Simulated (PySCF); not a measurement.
`OCC[C@@H](F)Br`, C3H6BrFO

Molfile (atoms numbered from 1):
```
C3H6BrFO
     RDKit          3D

 12 11  0  0  0  0  0  0  0  0999 V2000
   -2.0805   -0.0780    0.7332 O   0  0  0  0  0  0  0  0  0  0  0  0
   -0.9591    0.3961    0.0252 C   0  0  0  0  0  0  0  0  0  0  0  0
    0.2140   -0.5238    0.3663 C   0  0  0  0  0  0  0  0  0  0  0  0
    1.4600   -0.2684   -0.4557 C   0  0  1  0  0  0  0  0  0  0  0  0
    1.3019   -0.7336   -1.7210 F   0  0  0  0  0  0  0  0  0  0  0  0
    1.8955    1.6390   -0.6229 Br  0  0  0  0  0  0  0  0  0  0  0  0
   -2.8308    0.4993    0.5608 H   0  0  0  0  0  0  0  0  0  0  0  0
   -0.7254    1.4282    0.3190 H   0  0  0  0  0  0  0  0  0  0  0  0
   -1.1438    0.3720   -1.0595 H   0  0  0  0  0  0  0  0  0  0  0  0
    0.4486   -0.4159    1.4268 H   0  0  0  0  0  0  0  0  0  0  0  0
   -0.0957   -1.5568    0.1902 H   0  0  0  0  0  0  0  0  0  0  0  0
    2.3501   -0.7507   -0.0385 H   0  0  0  0  0  0  0  0  0  0  0  0
  1  2  1  0
  2  3  1  0
  3  4  1  0
  4  5  1  0
  4  6  1  0
  1  7  1  0
  2  8  1  0
  2  9  1  0
  3 10  1  0
  3 11  1  0
  4 12  1  1
M  END
```

Computed, not measured: GIAO CAM-B3LYP/pcSseg-1 magnetisability, rotational g tensor and spin-rotation constants, non-relativistic, gas phase (PySCF 2.14.0). Geometry: GFN2-xTB, dihedral held. The dihedral C2–C3–C4–Br6 is held at 45°.

The calculation is non-relativistic, which matters for the atoms heavier than Zn.

Question: Give the nuclear spin-rotation constants along the inertial axes (H = +C I·J) beside the isotropic shieldings.

Answer: Rotational constants 3.6021, 1.2277, 1.0017 GHz. A star marks the isotopologue with that one atom substituted, in its own axes.
| atom | isotope | Caa (kHz) | Cbb (kHz) | Ccc (kHz) | mean (kHz) | σ (ppm) |
| --- | --- | --- | --- | --- | --- | --- |
| F5 | 19F | 2.646 | 0.703 | 1.232 | 1.527 | 324.1 |
| Br6 | 79Br | 6.518 | 1.560 | 1.992 | 3.357 | 2017.1 |
| H7 | 1H | -0.376 | -0.086 | -0.076 | -0.180 | 31.1 |
| H8 | 1H | -0.266 | 0.037 | -0.093 | -0.107 | 27.1 |
| H9 | 1H | -0.386 | -0.089 | 0.037 | -0.146 | 27.4 |
| H10 | 1H | -0.400 | -0.110 | 0.013 | -0.166 | 29.5 |
| H11 | 1H | -0.181 | -0.020 | -0.118 | -0.107 | 29.3 |
| H12 | 1H | -0.227 | -0.080 | 0.017 | -0.097 | 24.9 |
| O1 | 17O* | -0.344 | -0.069 | -0.055 | -0.156 | 312.4 |
| C2 | 13C* | 0.565 | 0.299 | 0.243 | 0.369 | 120.1 |
| C3 | 13C* | 0.580 | 0.236 | 0.203 | 0.340 | 140.0 |
| C4 | 13C* | 1.109 | 0.328 | 0.285 | 0.574 | 71.5 |

For the geometry as given, no vibrational averaging.
